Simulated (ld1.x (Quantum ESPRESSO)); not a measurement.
How hard is this samarium (Sm) TM potential?

```json
{"Element": "samarium", "Generator": "ld1.x (Quantum ESPRESSO) 7.5", "Type": "norm-conserving Troullier–Martins (Kleinman–Bylander form)", "Functional": "PBEsol", "Relativity": "scalar-relativistic", "Frozen core": "[Kr] 4d10 4f5", "Valence charge": "11", "Reference configuration": "5s2 5p6 5d1 6s0 6p0 (charge +2)", "Partial waves": "5s (bound): rc 1.55 bohr; 5p (bound): rc 1.95 bohr; 5d (bound): rc 3.25 bohr", "Local potential": "all-electron potential smoothed inside 3.05 bohr (lloc = -1)", "Core correction": "none"}
```

The pseudo-atom Hamiltonian at the reference potential is diagonalised in spherical Bessel functions j_l(qr) that vanish at 20 bohr, with q² up to the cutoff. All-electron valence levels (Ry): 5s -4.4256, 6s -1.0635, 5p -2.8970, 6p -0.7606, 5d -1.1100.

**Question.** How do the lowest levels (Ry) of each channel move with the cutoff, and are there ghosts?

**Answer.**

```csv
cutoff (Ry),s #1,s #2,s #3,p #1,p #2,d #1,d #2,f #1,f #2,Σ f·Δε (mRy)
8,-4.1066,-1.1213,-0.4790,-2.8304,-0.7408,-1.0541,-0.4033,-0.3175,-0.1758,1093.1
18,-4.3578,-1.1307,-0.4945,-2.8783,-0.7515,-1.1100,-0.4148,-0.3178,-0.1760,248.0
35,-4.4002,-1.1307,-0.4956,-2.8961,-0.7526,-1.1100,-0.4148,-0.3178,-0.1760,55.8
50,-4.4201,-1.1308,-0.4959,-2.8967,-0.7526,-1.1100,-0.4148,-0.3178,-0.1760,12.8
80,-4.4244,-1.1308,-0.4960,-2.8969,-0.7527,-1.1100,-0.4148,-0.3178,-0.1760,2.4
120,-4.4255,-1.1308,-0.4960,-2.8970,-0.7527,-1.1100,-0.4148,-0.3178,-0.1760,0.1
400,-4.4256,-1.1308,-0.4960,-2.8970,-0.7527,-1.1100,-0.4148,-0.3178,-0.1760,0.0
```

Result: no extra level below or beside the all-electron valence levels (s, p, d, f tested); 10 mRy is reached at 55 Ry and 1 mRy at 100 Ry.

Its largest configuration-test error is +2365 meV.
